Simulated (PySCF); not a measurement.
SCF from a fresh guess for singlet H3AsS, at the PBE0 minimum. PySCF input:

```python
from pyscf import gto, scf, dft
mol = gto.M(atom='''
As     0.000817     0.521908     0.247089
S     -0.002086    -1.331951    -0.630592
H      0.001843     1.727098    -0.669343
H      1.165720     0.862945     1.152090
H     -1.162150     0.865952     1.153440''',
    basis={'As': 'def2-TZVP', 'S': 'def2-TZVP', 'H': 'def2-TZVP'},
    charge=0, spin=0)
mf = dft.RKS(mol, xc='PBE0')
mf.grids.atom_grid = (50, 194)
aux = {'As': 'def2-universal-JKFIT', 'S': 'def2-universal-JKFIT', 'H': 'def2-universal-JKFIT'}
mf = mf.density_fit(auxbasis=aux)
mf.conv_tol = 1e-08
mf.diis_space = 10
mf.max_cycle = 60
mf.init_guess = 'minao'
mf.verbose = 4
mf.kernel()
```

Excerpt of the output (cycles and frontier levels):

```
init E= -2634.83586884448
  HOMO = -0.298336446593207  LUMO = -0.0670143966321142  gap/eV = 6.29459
cycle= 1 E= -2635.37599756038  delta_E= -0.54  |g|= 0.577  |ddm|= 1.89
  HOMO = -0.174503202283547  LUMO = -0.042668738431356  gap/eV = 3.58740
cycle= 2 E= -2635.22972036564  delta_E= 0.146  |g|= 0.916  |ddm|=  1.4
  HOMO = -0.250960135050591  LUMO = -0.0218776587775622  gap/eV = 6.23365
cycle= 3 E= -2635.4384457623  delta_E= -0.209  |g|= 0.112  |ddm|= 1.05
  HOMO = -0.244356191474617  LUMO = -0.0243152764755123  gap/eV = 5.98762
cycle= 4 E= -2635.44171397872  delta_E= -0.00327  |g|= 0.0278  |ddm|= 0.132
  HOMO = -0.246241444602707  LUMO = -0.0234443620277958  gap/eV = 6.06262
cycle= 5 E= -2635.44196543405  delta_E= -0.000251  |g|= 0.00432  |ddm|= 0.0324
  HOMO = -0.246794089537602  LUMO = -0.0235356389869565  gap/eV = 6.07517
cycle= 6 E= -2635.441969698  delta_E= -4.26e-06  |g|= 0.00122  |ddm|= 0.00419
  HOMO = -0.246517727266065  LUMO = -0.0233895062898526  gap/eV = 6.07163
cycle= 7 E= -2635.44197007921  delta_E= -3.81e-07  |g|= 0.000294  |ddm|= 0.0014
  HOMO = -0.246555053917117  LUMO = -0.0234234208443738  gap/eV = 6.07172
cycle= 8 E= -2635.44197010083  delta_E= -2.16e-08  |g|= 4.01e-05  |ddm|= 0.000366
  HOMO = -0.246549505616614  LUMO = -0.0234240743094887  gap/eV = 6.07155
cycle= 9 E= -2635.44197010147  delta_E= -6.44e-10  |g|= 3.3e-06  |ddm|= 5.83e-05
  HOMO = -0.246549242167526  LUMO = -0.0234234204630859  gap/eV = 6.07156
Extra cycle  E= -2635.44197010147  delta_E= 3.64e-12  |g|= 2.36e-06  |ddm|= 9.53e-06
converged SCF energy = -2635.44197010147
```

No lower solution of this spin was found by a stability analysis within the restricted form, which does not test spin polarisation.

The search for the lowest solution, with the stability check, took 6.6 s on 2 threads of a shared Arm Neoverse V1 host, with 103 basis functions; the process peaked at 0.39 GiB.
